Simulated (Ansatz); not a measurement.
One change: `[SiH3]O[SiH2]S` becomes `F[SiH2]O[SiH3]`.

Ansatz, PBE0-D4/def2-TZVP geometries, multiplicity 1. Each molecule was computed in one conformer, which needn't be the lowest.

| property | `[SiH3]O[SiH2]S` |
| --- | --- |
| size of the dipole moment (ωB97M-V/def2-TZVPP) / D | 0.66 |
| HOMO energy (ωB97M-V/def2-TZVPP) / eV | -10.01 |
| LUMO energy (B3LYP/def2-TZVPP) / eV | -0.28 |
| HOMO–LUMO gap (ωB97M-V/def2-TZVPP) / eV | 11.61 |
| HOMO energy (B3LYP/def2-TZVPP) / eV | -7.52 |
| HOMO energy (PBE/def2-TZVPP) / eV | -6.55 |

Q: Give the same properties after the change, and the shifts. (Best estimate.)

A: Ansatz gave: 
```
                                          property  `F[SiH2]O[SiH3]`  shift
size of the dipole moment (ωB97M-V/def2-TZVPP) / D              1.18   0.52
             HOMO energy (ωB97M-V/def2-TZVPP) / eV            -11.29  -1.28
               LUMO energy (B3LYP/def2-TZVPP) / eV             -0.27   0.01
           HOMO–LUMO gap (ωB97M-V/def2-TZVPP) / eV             12.94   1.33
               HOMO energy (B3LYP/def2-TZVPP) / eV             -8.81  -1.29
                 HOMO energy (PBE/def2-TZVPP) / eV             -7.57  -1.02
```

The zero-point energy changes by -17.9 kJ/mol with -3 modes. Dipoles are sizes alone; their direction can turn.

B3LYP here is the variant with VWN-RPA as its local correlation; programs differ in this.
